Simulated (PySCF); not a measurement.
# Cs⁴⁴⁺ (caesium, charge +44): UHF calculation

Configuration: [Ne] 3s1, 2S determinant. Calculation: PySCF 2.14, in an even-tempered Gaussian basis (20 s from 8.8 bohr⁻², ratio 2.2; 14 p from 11 bohr⁻², ratio 2.2; 5 d from 42 bohr⁻², ratio 2.4; 4 f from 63 bohr⁻², ratio 2.4; 4 g from 95 bohr⁻², ratio 2.4); the spin-free X2C one-electron Hamiltonian (Gaussian nucleus).

```json
{
  "Total energy": "-5916.599567 hartree",
  "One-electron energy": "-6434.4016 hartree",
  "Hartree (Coulomb) energy": "617.6091 hartree",
  "Exchange energy": "-99.8070 hartree",
  "⟨S²⟩": "0.7500",
  "⟨L²⟩": "0.000",
  "Sum of ⟨r⟩": "1.108 bohr",
  "Sum of ⟨r²⟩": "0.1762 bohr²",
  "Time after the integrals": "5.5 s of wall time on 1 thread of Neoverse-N1 (shared host)"
}
```

| shell | electrons | mean orbital energy (hartree) | rms radius, mean of both spins (bohr) |
| --- | --- | --- | --- |
| 1s α | 1 | -1438.78659 | 0.0298 |
| 1s β | 1 | -1438.46116 | 0.0298 |
| 2s α | 1 | -315.05121 | 0.119 |
| 2s β | 1 | -314.65625 | 0.119 |
| 2p α | 3 | -294.02649 | 0.106 |
| 2p β | 3 | -293.86949 | 0.106 |
| 3s α | 1 | -128.15433 | 0.282 |

Spin-orbit coupling, which splits the p, d and f shells strongly at this Z, is absent.

Densities and radii are taken from the X2C orbitals without a picture-change correction, which distorts them close to the nucleus.
